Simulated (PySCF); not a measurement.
# Cl+ (chlorine, charge +1): UHF calculation

Configuration: [Ne] 3s2 3p4, high-spin 3P determinant. Calculation: PySCF 2.14, in def2-TZVP; the non-relativistic Hamiltonian (point nucleus).

```
Total energy                                                  : -459.044148 hartree
One-electron energy                                           : -627.2673 hartree
Hartree (Coulomb) energy                                      : 195.4851 hartree
Exchange energy                                               : -27.2619 hartree
Kinetic energy                                                : 459.02693 hartree
⟨S²⟩                                                          : 2.0108
⟨L²⟩                                                          : 2.038
Sum of ⟨r⟩                                                    : 13.36 bohr
Sum of ⟨r²⟩                                                   : 20.76 bohr²
Traceless quadrupole moment −½Σ⟨3z² − r²⟩ along its main axis : -1.45 e·bohr²
Density at the nucleus (Gaussians lack the cusp)              : 3100 bohr⁻³
Spin density at the nucleus                                   : 0.350 bohr⁻³
Langevin diamagnetic susceptibility                           : -16.4 ×10⁻⁶ cm³/mol
Time after the integrals                                      : 0.07 s of wall time on 1 thread of Intel(R) Xeon(R) 6975P-C (shared host)
```

```
shell  electrons  mean orbital energy (hartree)  spread (hartree)  rms radius, mean of both spins (bohr)
 1s α          1                     -105.37159                 0                                  0.106
 1s β          1                     -105.34424                 0                                  0.106
 2s α          1                      -11.08815                 0                                  0.481
 2s β          1                      -11.06329                 0                                  0.481
 2p α          3                       -8.56179           0.02711                                  0.451
 2p β          3                       -8.51551           0.02196                                  0.451
 3s α          1                       -1.60084                 0                                   1.62
 3s β          1                       -1.34565                 0                                   1.62
 3p α          3                       -0.96879           0.08334                                   1.86
 3p β          1                       -0.86892                 0                                   1.86
```
